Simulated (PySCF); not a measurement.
C2H5Cd, SMILES C[CH2][Cd+], charge +1. The structure is a stationary point at B3LYP-D3(BJ)/def2-TZVP. The multiplicity is an assumed one; other spin states were not compared. The isomer is the one that the SMILES or the coordinates give; other isomers of the formula were not compared. The def2 effective core potentials stand for the cores of Cd; spin–orbit coupling is left out.

Computed equilibrium geometry at B3LYP-D3(BJ)/def2-TZVP (PySCF confirms it by a frequency run) as a Z-matrix, and its point group:
point group Cs.
```
C
H 1 1.0864
H 1 1.0864 2 113.24
C 1 1.4869 2 117.14 3 -141.09
H 4 1.0881 1 113.72 2 -174.02
H 4 1.0881 5 110.46 1 -129.27
H 4 1.1034 5 106.63 6 -115.48
Cd 1 2.3096 2 96.65 3 100.19
```
Charge +1, spin multiplicity 1.
